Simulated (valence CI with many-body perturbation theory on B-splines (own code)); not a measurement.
The numbers below are computed, except where a source is named.
## Nb XIX: input, log and results

Level of theory: valence CI with perturbative core correlation (CI+MBPT): five valence electrons over a frozen Dirac-Fock core [Ar], a basis of 7 s, 7 p, 8 d, 6 f, 4 g, 1 h functions for each j, with the one-electron correlation potential Σ1 (screened to all orders), the two-electron term Σ2, the three-electron term Σ3, Breit, model QED; selected single and double excitations, second order for the rest (own B-spline code, finite nucleus).

Command, and the settings that its task file holds:

```sh
python run_cv.py task.json out
```

```
atom Nb  Z=41  mass_number=93  rms_radius_fm=4.3240
core [Ar]
valence 3d5
avg = 1
basis = M
breit = 1
cap = 40000
capref = 1200
cscale = 1
de = 0.0
dress = 0
eps = 2e-08
h = 0.27
hh = 1
l2 = 3
lcore = 6
maxit = 60
n2 = 5
natural = 1
nlev = 45
nno = [4, 4, 5, 4, 3, 1]
nroot = 26
nsp = [3, 3, 3, 2, 1, 0]
pt2 = 1
qed = 1
rpa = 1
s1 = 1
s2 = 1
s3 = 1
screen = 1
tol = 2e-05
```

**Question.** Roughly how long does this run take on one core of Arm Neoverse V1, and how much memory?

**Answer.** 3.3 min on 1 thread of Arm Neoverse V1, on a shared host, peak memory 1.4 GiB.

Log. The first blocks belong to the next ion, which gives the ionisation energy. Fields: 2J, parity (1 odd), roots, reference size, generating configurations, candidates as configurations/state functions, variational space P, stored matrix elements, Davidson steps; e2 is the range of second-order energies in hartree. The first line gives the box (bohr), its intervals, the orbitals and the steps of their self-consistent field. Window is the range of levels sought, series limit the energy at which the first omitted orbital would enter, core excitation an estimate of the first excitation out of the core, left out the lowest levels not solved, and shifts from estimates the range by which levels moved from their first estimate, all in cm⁻¹.

```
rmax 6.0 intervals 60 orbitals 59 references ['3d5', '3d4 4s', '3d4 4p'] scf 5 t 1.0
2J=0 par=0 roots 2 ref 17 generators 4 cand 2409/4463 P 1571/3011 nnz 1.8e+06 it 5
2J=0 par=0 roots 2 ref 17 generators 7 cand 4061/10026 P 2092/4165 nnz 2.9e+06 it 6
   second order: generators 14 cand 7594/17508 e2 -0.00003 -0.00002
2J=2 par=0 roots 2 ref 36 generators 3 cand 2542/12000 P 758/3995 nnz 4.1e+06 it 4
2J=2 par=0 roots 2 ref 36 generators 8 cand 5098/31978 P 2046/10559 nnz 2.2e+07 it 5
   second order: generators 13 cand 8333/54538 e2 -0.00006 -0.00003
2J=4 par=0 roots 2 ref 51 generators 4 cand 2616/17589 P 550/4000 nnz 4e+06 it 6
2J=4 par=0 roots 2 ref 51 generators 7 cand 5388/48376 P 2152/14931 nnz 4.3e+07 it 6
   second order: generators 15 cand 12424/126405 e2 -0.00007 -0.00005
reference levels 902, estimated 37, window 335577 1/cm; series limit 4879812, core excitation 1033036
2J=5 par=0 roots 10 ref 81 generators 5 cand 3261/42519 P 564/7974 nnz 1.3e+07 it 6
2J=5 par=0 roots 10 ref 81 generators 5 cand 2907/37118 P 1972/26669 nnz 1.4e+08 it 8
   second order: generators 15 cand 21192/730446 e2 -0.00061 -0.00028
2J=7 par=0 roots 7 ref 72 generators 3 cand 3248/45064 P 444/7984 nnz 1.6e+07 it 8
2J=7 par=0 roots 7 ref 72 generators 3 cand 2973/39624 P 1539/24431 nnz 1.3e+08 it 9
   second order: generators 7 cand 13196/540206 e2 -0.00099 -0.00078
2J=11 par=0 roots 3 ref 35 generators 3 cand 2920/33719 P 611/7987 nnz 1.5e+07 it 5
2J=11 par=0 roots 3 ref 35 generators 3 cand 2529/28267 P 1999/24503 nnz 1.3e+08 it 7
   second order: generators 5 cand 7811/264839 e2 -0.00019 -0.00015
2J=9 par=0 roots 5 ref 56 generators 3 cand 3149/41483 P 492/7983 nnz 1.6e+07 it 5
2J=9 par=0 roots 5 ref 56 generators 3 cand 2827/36040 P 1630/24284 nnz 1.3e+08 it 8
   second order: generators 8 cand 13848/584902 e2 -0.00071 -0.00054
2J=3 par=0 roots 7 ref 67 generators 3 cand 3230/32861 P 611/7985 nnz 1.5e+07 it 7
2J=3 par=0 roots 7 ref 67 generators 3 cand 2830/27442 P 2257/25058 nnz 1.2e+08 it 8
   second order: generators 14 cand 21516/668316 e2 -0.00028 -0.00017
2J=1 par=0 roots 4 ref 39 generators 3 cand 2964/17000 P 1182/7996 nnz 1.4e+07 it 6
2J=1 par=0 roots 4 ref 39 generators 3 cand 2120/11543 P 2740/17096 nnz 5.6e+07 it 9
   second order: generators 9 cand 13929/226377 e2 -0.00012 -0.00006
2J=13 par=0 roots 1 ref 18 generators 1 cand 2259/23691 P 715/7998 nnz 1.9e+07 it 5
2J=13 par=0 roots 1 ref 18 generators 1 cand 1771/18200 P 1718/18560 nnz 8.3e+07 it 5
   second order: generators 2 cand 5740/144210 e2 -0.00006 -0.00006
left out: unestimated 2421016, estimated none, shifts from estimates -308 to 153
operators 1.5
```

The Davidson iterations converged.

No measured spectrum was set against this ion. As an estimate, terms of the open shell hold to 2 to 4 % of their energy, and close levels can change places. Core correlation moves these levels by up to 12000 cm⁻¹, and in measured spectra 5 to 20 % of such shifts remained as error; rates that hang on mixing are uncertain with them. Only levels of the ground parity were solved; by the run's estimate the other parity begins above the list, which can be wrong where configurations are misplaced.

* Valence energy: -161.4303 hartree
* Ionisation energy: 757.57 eV (NIST: 758 ± 3 eV (theoretical))
* Reference configurations for the orbitals: 3d5, 3d4 4s, 3d4 4p
* Radial orbitals: 59
* Box radius: 6.032 bohr
* Largest variational space: 26669
* Lowest levels: 3d⁵ ⁶S_5/2 0.0, 3d⁵ ⁴G_5/2 [a] 84508, 3d⁵ ⁴G_7/2 93296, 3d⁵ ⁴G_11/2 94047, 3d⁵ ⁴G_9/2 96445, 3d⁵ ⁴G_5/2 [b] 96505, 3d⁵ ⁴P_3/2 98326, 3d⁵ ⁴P_1/2 105340, 3d⁵ ⁴D_7/2 115150, 3d⁵ ⁴D_5/2 123740, 3d⁵ ⁴D_1/2 125240, 3d⁵ ⁴D_3/2 128480, 3d⁵ ²I_11/2 134410, 3d⁵ ²I_13/2 141620 cm⁻¹

Names give the largest LS component (configuration and term), which can be under half, so a name can repeat, a term be missing and a line seem to break the LS rules; names also repeat where a configuration has a term twice. Letters in brackets count levels of one name in rising energy.
